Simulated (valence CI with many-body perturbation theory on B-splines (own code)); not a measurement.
# Er61+: electric-dipole lines

Computed by valence CI with perturbative core correlation (CI+MBPT): five valence electrons over a frozen Dirac-Fock core [He], a basis of 9 s, 9 p, 8 d, 6 f, 3 g, 1 h functions for each j, with the one-electron correlation potential Σ1 (screened to all orders), the two-electron term Σ2, the three-electron term Σ3, Breit, model QED; selected single and double excitations, second order for the rest (own B-spline code, finite nucleus).

The last digits are not significant, and no measured levels were compared; by estimate large intervals hold to a few tenths of a per cent, small ones and those within an open d or f shell to about a per cent. Among the levels kept, up to 1100 cm⁻¹ of a level comes from second order outside the variational space, and about a tenth of that is noise between levels of different J, which matters for small intervals.

Lines 51 to 100 of 256 in falling wavelength, among levels below 74113 × 10³ cm⁻¹, chosen from the strongest by gf and those to the six lowest levels. Wavelengths and rates use the calculated energies. Electric multipoles are in the length gauge, E1 and E2 with the static RPA response of the core. Weak lines are less certain than strong ones. Lines between different terms over intervals too small for the method are left out, as are lines whose strength nearly cancels. The highest levels of a list are the least certain.

Levels are named by their leading jj configuration (3d3/2^4 stands for four electrons in 3d with j = 3/2), which in mixed levels can hold well under half, so a name can repeat and another be missing. Letters in brackets count levels of one name in rising energy.

```csv
λ vac (nm),Upper,Lower,A (s⁻¹),S (a.u.)
3.336,(2s^2 2p1/2 2p3/2 3p3/2) J=7/2,(2s^2 2p1/2 2p3/2 3s) J=5/2,6.46e+11,9.47e-02
3.328,(2s 2p1/2^2 2p3/2 3d3/2) J=3/2 [a],(2s 2p1/2^2 2p3/2 3p1/2) J=3/2 [a],3.56e+11,2.59e-02
3.327,(2s^2 2p1/2 2p3/2 3d3/2) J=5/2 [a],(2s^2 2p1/2 2p3/2 3p1/2) J=3/2 [a],3.60e+11,3.92e-02
3.321,(2s 2p1/2^2 2p3/2 3d3/2) J=5/2 [b],(2s 2p1/2^2 2p3/2 3p1/2) J=3/2 [b],3.92e+11,4.25e-02
3.321,(2s^2 2p1/2 2p3/2 3p3/2) J=1/2 [a],(2s^2 2p1/2 2p3/2 3s) J=1/2,4.57e+11,1.65e-02
3.316,(2s^2 2p1/2^2 3d3/2) J=3/2,(2s^2 2p1/2^2 3p1/2) J=1/2,4.45e+11,3.20e-02
3.310,(2s^2 2p1/2 2p3/2 3p3/2) J=3/2 [a],(2s^2 2p1/2 2p3/2 3s) J=1/2,2.30e+11,1.64e-02
3.309,(2s 2p1/2^2 2p3/2 3d3/2) J=7/2,(2s 2p1/2^2 2p3/2 3p1/2) J=5/2,4.11e+11,5.89e-02
3.304,(2s^2 2p1/2 2p3/2 3d3/2) J=7/2,(2s^2 2p1/2 2p3/2 3p1/2) J=5/2,4.40e+11,6.27e-02
3.296,(2s^2 2p1/2 2p3/2 3p3/2) J=5/2 [a],(2s^2 2p1/2 2p3/2 3s) J=3/2 [a],6.91e+11,7.33e-02
3.296,(2s 2p1/2^2 2p3/2 3d3/2) J=1/2 [a],(2s 2p1/2^2 2p3/2 3p1/2) J=3/2 [a],4.75e+11,1.68e-02
3.289,(2s 2p1/2^2 2p3/2^2) J=3/2,(2s^2 2p1/2 2p3/2^2) J=5/2,6.66e+10,4.68e-03
3.286,(2s 2p1/2^2 2p3/2 3p3/2) J=5/2 [a],(2s 2p1/2^2 2p3/2 3s) J=3/2 [a],2.66e+11,2.79e-02
3.284,(2s^2 2p1/2 2p3/2 3d3/2) J=3/2 [a],(2s^2 2p1/2 2p3/2 3p1/2) J=1/2,2.52e+11,1.76e-02
3.272,(2s 2p1/2^2 2p3/2 3p3/2) J=7/2,(2s 2p1/2^2 2p3/2 3s) J=5/2,5.96e+11,8.24e-02
3.251,(2s 2p1/2^2 2p3/2 3p3/2) J=1/2 [a],(2s 2p1/2^2 2p3/2 3s) J=3/2 [a],6.00e+11,2.03e-02
3.243,(2s 2p1/2^2 2p3/2 3d3/2) J=1/2 [b],(2s 2p1/2^2 2p3/2 3p1/2) J=1/2,3.63e+11,1.22e-02
3.241,(2s^2 2p1/2 2p3/2 3d3/2) J=1/2 [a],(2s^2 2p1/2 2p3/2 3p1/2) J=1/2,4.14e+11,1.39e-02
3.232,(2s^2 2p1/2^2 3p3/2) J=3/2,(2s^2 2p1/2^2 3s) J=1/2,7.19e+11,4.79e-02
3.229,(2s^2 2p1/2 2p3/2 3p3/2) J=3/2 [a],(2s^2 2p1/2 2p3/2 3s) J=3/2 [a],1.35e+11,9.00e-03
3.210,(2s^2 2p1/2 2p3/2 3p3/2) J=3/2 [b],(2s^2 2p1/2 2p3/2 3s) J=3/2 [b],3.06e+11,2.00e-02
3.208,(2s 2p1/2^2 2p3/2 3p3/2) J=3/2 [b],(2s 2p1/2^2 2p3/2 3s) J=3/2 [b],2.66e+11,1.73e-02
3.198,(2s 2p1/2^2 2p3/2 3p3/2) J=3/2 [a],(2s 2p1/2^2 2p3/2 3s) J=5/2,1.49e+11,9.62e-03
3.180,(2s^2 2p1/2 2p3/2 3d3/2) J=5/2 [b],(2s^2 2p1/2 2p3/2 3p1/2) J=5/2,1.87e+11,1.78e-02
3.167,(2s^2 2p1/2 2p3/2 3p3/2) J=5/2 [b],(2s^2 2p1/2 2p3/2 3s) J=3/2 [b],3.86e+11,3.63e-02
3.160,(2s^2 2p1/2 2p3/2 3p3/2) J=3/2 [b],(2s^2 2p1/2 2p3/2 3s) J=5/2,1.26e+11,7.86e-03
3.132,(2s^2 2p1/2 2p3/2 3d3/2) J=3/2 [b],(2s^2 2p1/2 2p3/2 3p1/2) J=5/2,1.36e+11,8.23e-03
3.120,(2s 2p1/2^2 2p3/2 3p3/2) J=3/2 [b],(2s 2p1/2^2 2p3/2 3s) J=1/2,3.40e+11,2.04e-02
3.118,(2s^2 2p1/2 2p3/2 3p3/2) J=5/2 [b],(2s^2 2p1/2 2p3/2 3s) J=5/2,4.10e+11,3.69e-02
3.113,(2s 2p1/2^2 2p3/2^2) J=1/2,(2s^2 2p1/2 2p3/2^2) J=3/2,1.78e+08,5.31e-06
3.102,(2s 2p1/2^2 2p3/2^2) J=3/2,(2s^2 2p1/2 2p3/2^2) J=3/2,2.23e+10,1.31e-03
3.096,(2p1/2^2 2p3/2^3) J=3/2,(2s 2p1/2 2p3/2^3) J=5/2,1.41e+11,8.28e-03
3.086,(2s 2p1/2^2 2p3/2 3p3/2) J=1/2 [b],(2s 2p1/2^2 2p3/2 3s) J=1/2,4.80e+11,1.39e-02
3.083,(2s^2 2p1/2 2p3/2 3p3/2) J=3/2 [b],(2s^2 2p1/2 2p3/2 3s) J=1/2,2.07e+11,1.19e-02
3.068,(2s 2p1/2^2 2p3/2 3p3/2) J=5/2 [a],(2s 2p1/2^2 2p3/2 3s) J=5/2,4.23e+11,3.62e-02
3.012,(2s^2 2p1/2 2p3/2 3p3/2) J=3/2 [b],(2s^2 2p1/2 2p3/2 3s) J=3/2 [a],2.25e+11,1.22e-02
3.001,(2s^2 2p1/2 2p3/2 3p3/2) J=1/2 [b],(2s^2 2p1/2 2p3/2 3s) J=3/2 [b],8.18e+11,2.18e-02
2.890,(2s^2 2p1/2 2p3/2 3p3/2) J=1/2 [b],(2s^2 2p1/2 2p3/2 3s) J=1/2,1.83e+11,4.36e-03
2.831,(2s 2p1/2^2 2p3/2 3p3/2) J=5/2 [b],(2s 2p1/2^2 2p3/2 3s) J=3/2 [a],8.16e+10,5.48e-03
2.039,(2s^2 2p3/2^3) J=3/2,(2s 2p1/2^2 2p3/2^2) J=1/2,2.03e+09,3.39e-05
1.765,(2s^2 2p3/2^3) J=3/2,(2s 2p1/2^2 2p3/2^2) J=5/2,3.27e+09,3.55e-05
1.036,(2s 2p1/2 2p3/2^3) J=3/2 [a],(2s^2 2p1/2 2p3/2^2) J=1/2,3.55e+10,7.80e-05
0.9998,(2s 2p1/2^2 2p3/2^2) J=5/2,(2s^2 2p1/2^2 2p3/2) J=3/2,1.30e+12,3.84e-03
0.9981,(2s 2p1/2 2p3/2^3) J=3/2 [a],(2s^2 2p1/2 2p3/2^2) J=5/2,1.45e+11,2.84e-04
0.9802,(2s 2p1/2 2p3/2^3) J=3/2 [a],(2s^2 2p1/2 2p3/2^2) J=3/2,4.24e+12,7.88e-03
0.9676,(2s 2p1/2 2p3/2^3) J=5/2,(2s^2 2p1/2 2p3/2^2) J=5/2,4.19e+12,1.12e-02
0.9603,(2s 2p1/2^2 2p3/2 3d3/2) J=3/2 [b],(2s^2 2p1/2^2 3d3/2) J=3/2,4.31e+12,7.54e-03
0.9599,(2s 2p1/2 2p3/2^3) J=1/2,(2s^2 2p1/2 2p3/2^2) J=1/2,3.00e+12,2.62e-03
0.9584,(2s 2p1/2^2 2p3/2 3p3/2) J=5/2 [b],(2s^2 2p1/2^2 3p3/2) J=3/2,5.39e+12,1.41e-02
0.9570,(2s 2p1/2^2 2p3/2 3s) J=1/2,(2s^2 2p1/2^2 3s) J=1/2,4.97e+12,4.30e-03
```
